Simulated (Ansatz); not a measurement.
CoN2H4⁻, that is Co(NH2)2 with one electron more. Charge -1, multiplicity 3. Geometry PBE0-D4/def2-TZVP, that of the neutral quartet; atoms count from 1.

| atom | x (Å) | y (Å) | z (Å) |
| --- | --- | --- | --- |
| Co1 | 0.0021 | 0.0027 | 0.0033 |
| N2 | -0.2658 | 1.4797 | -1.0196 |
| H3 | 0.3771 | 1.8464 | -1.7058 |
| H4 | -1.0893 | 2.0634 | -1.0059 |
| N5 | 0.2695 | -1.4760 | 1.0240 |
| H6 | 1.0872 | -2.0672 | 1.0043 |
| H7 | -0.3809 | -1.8491 | 1.6998 |

The highest occupied level of the charge -1 triplet lies above zero (up to 0.93 eV). By energy differences its removal costs 0.67 eV (vertical, to the charge 0 quartet, at PBE0-D4/def2-TZVPD); a positive level beside a positive removal energy at the same level points to self-interaction error.

Question: Estimate the Mulliken populations from the PBE0/def2-TZVPD orbitals of Ansatz.

Answer: 
| atom | charge (e) | spin (α − β) | d electrons |
| --- | --- | --- | --- |
| Co1 | -0.93 | 1.73 | 7.56 |
| N2 | -0.15 | 0.09 | – |
| H3 | 0.06 | 0.02 | – |
| H4 | 0.06 | 0.02 | – |
| N5 | -0.15 | 0.09 | – |
| H6 | 0.06 | 0.02 | – |
| H7 | 0.06 | 0.02 | – |
Mulliken values and Mayer orders depend strongly on the basis. With diffuse functions, as here, like atoms can get unlike values, and bond orders can come out too low or too high.

Question: Where does the spin sit?

Answer: Summed by element: Co 1.73, N 0.18, H 0.09, of 2 unpaired in all. Largest on single atoms: Co1 1.73, N2 0.09, N5 0.09.

Question: And the Mayer bond orders between bonded heavy atoms (over 0.3)?

Answer: Co1–N2 0.44 (1.82 Å); Co1–N5 0.44 (1.82 Å).
